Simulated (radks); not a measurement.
Results of a calculation; reference values are marked as such.
The mean radii <r> (bohr) of the occupied orbitals of an atom or ion are listed with their occupations. Code: a radial shooting solver on a logarithmic mesh with Libxc functionals. Model: scalar-relativistic Kohn-Sham, BLYP, spin-polarised, spherical densities, finite nucleus; Fermi nuclear charge, rms radius of each element as measured or else 0.836 A^(1/3) + 0.57 fm.

orbital  occ.      <r>
1s up       1  0.08569
1s down     1  0.08570
2s up       1   0.4104
2s down     1   0.4102
2p up       3   0.3714
2p down     3   0.3710
3s up       1    1.149

Name the element and its charge. Open shells, if any, are filled with parallel spins first.

Answer. Z = 18, argon, charge +7: Ar7+ in [Ne] 3s1. The 1s radius gives Z: for a bare nucleus <r> = (2 gamma + 1)/(2Z) with gamma = sqrt(1 - (Z/c)^2), 0.08285 bohr for Z = 18, and screening makes it slightly larger (0.08569 here). The occupations add up to 11, and the charge is Z minus that.
